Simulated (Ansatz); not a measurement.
Mulliken charges of `N[SiH](F)[O][SbH2]` from PBE/def2-TZVPP in Ansatz (PBE0-D4/def2-TZVP geometry).

```
atom   x (Å)   y (Å)   z (Å)  charge (e)
  N1  -1.024   0.851   0.814      -0.393
 Si2  -1.027  -0.436  -0.308       0.634
  F3  -1.744   0.176  -1.598      -0.292
  O4   0.492  -0.894  -0.610      -0.514
 Sb5   2.052   0.316  -0.785       0.565
  H6  -1.770   1.528   0.807       0.158
  H7  -0.649   0.727   1.740       0.153
  H8  -1.783  -1.650   0.056      -0.105
  H9   3.119  -1.008  -1.007      -0.095
 H10   2.417   0.339   0.894      -0.112
```

**Question.** By hand: the dipole of these point charges (1 e Å = 4.8032 D).

**Answer.** Σ q r = (0.408, 0.559, 0.205) e Å, of length 0.722 e Å = 3.47 D.

**Question.** How does the dipole of the full density compare? (Estimate.)

**Answer.** The calculation gave: (0.178, 0.314, 0.364) e Å, 2.46 D; the point charges give 1.41 times that, at 29° from its direction.

Point charges leave out the atoms' own dipoles, such as those of lone pairs, and Mulliken's split depends on the basis, so the two needn't agree.
